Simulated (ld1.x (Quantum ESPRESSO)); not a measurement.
**Which setting gave this result? (B, TM)**

Base potential:

| Item | Value |
| --- | --- |
| Element | boron |
| Generator | ld1.x (Quantum ESPRESSO) 7.5 |
| Type | norm-conserving Troullier–Martins (Kleinman–Bylander form) |
| Functional | PBEsol |
| Relativity | non-relativistic |
| Frozen core | [He] |
| Valence charge | 3 |
| Reference configuration | 2s1 2p0 (charge +2) |
| Partial waves | 2p (bound, empty): rc 3.30 bohr; 3d channel at 0.4 Ry: rc 3.35 bohr; 2s (bound): rc 1.35 bohr |
| Local potential | the s channel |
| Core correction | none |

Cutoffs, loose and tight: the cutoffs (Ry, on a coarse ladder) from which the occupation-weighted sum of valence levels, in a spherical-Bessel basis at the reference potential, stays within 10 and 1 mRy of its value at 400 Ry. They do not see the model core or the augmentation charge, which bear on the density cutoff. Test errors are all-electron minus pseudo excitation energies from the reference, over the configurations 2s2 2p1; 2s2 2p0; 2s2 2p0.5; 2s0 2p3; 2s1 2p1; 2s2 2p1.3; 2s1 2p2; variants that change the core or the reference have their own tests. The largest error is taken over the tests solved by every variant that gives reliable tests at all, those not shown here included: 2s1 2p1; 2s2 2p0; 2s2 2p0.5.

Only the scale of all radii (base = 1) is moved (3 further runs of the sweep failed or gave no value and are left out):

| scale of all radii (base = 1) | cutoff, loose | cutoff, tight | bound ghosts | largest test error (meV) | median size of the test errors |
| --- | --- | --- | --- | --- | --- |
| 0.73 | 50 Ry | 120 Ry | none | +142 | 157.0 meV |
| 0.83 | 21 Ry | 55 Ry | none | +187 | 205.8 meV |
| 0.89 | 21 Ry | 50 Ry | none | +210 | 233.2 meV |
| 0.97 | 21 Ry | 50 Ry | none | +792 | 310.0 meV |
| 1.03 | 18 Ry | 50 Ry | none | +316 | 362.4 meV |
| 1.15 | 18 Ry | 45 Ry | d | +455 | 543.9 meV |

Q: One more run gave cutoff, loose: 18 Ry; cutoff, tight: 50 Ry; bound ghosts: none; largest test error (meV): +393; median size of the test errors: 461.6 meV. Which value of the scale of all radii (base = 1) was used?

A: 1.09. The median size of the test errors moves one way along this sweep, from 157.0 meV at 0.73 to 543.9 meV at 1.15, which places the run between 1.03 and 1.15.
